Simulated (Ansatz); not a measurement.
def2 core potentials replace the inner electrons of Bi.

## C₃H₉BiO₂, SMILES `C[CH](C)[Bi]([OH])[OH]` (charge 0, multiplicity 1)

The numbers are results of CAM-B3LYP-D3(BJ)/def2-TZVP // PBE0-D3(BJ)/def2-SVP in Ansatz (a first-principles code), not measurements.

| Quantity | Value |
|---|---|
| HOMO | -8.19 eV |
| dipole moment | 3.08 D |
| LUMO | 0.02 eV |
| HOMO–LUMO gap | 8.21 eV |
| total energy | -484.8175 Ha |
| cost | about 50 core-seconds (a rough figure) |

```xyz
15

C     -1.3059     1.0769     0.2425
C     -0.3321    -0.0331    -0.1091
C     -0.9152    -1.4327    -0.0377
Bi     1.5399     0.1101     1.2133
O      2.5824    -1.2687     0.0201
O      2.1130     1.9298     0.3355
H     -2.1650     1.0956    -0.4516
H     -0.8217     2.0653     0.2001
H     -1.7188     0.9493     1.2580
H      0.0824     0.1442    -1.1188
H     -1.7479    -1.5603    -0.7523
H     -0.1562    -2.1965    -0.2693
H     -1.3180    -1.6547     0.9654
H      2.3200    -1.1877    -0.9055
H      1.8427     1.9626    -0.5908
```
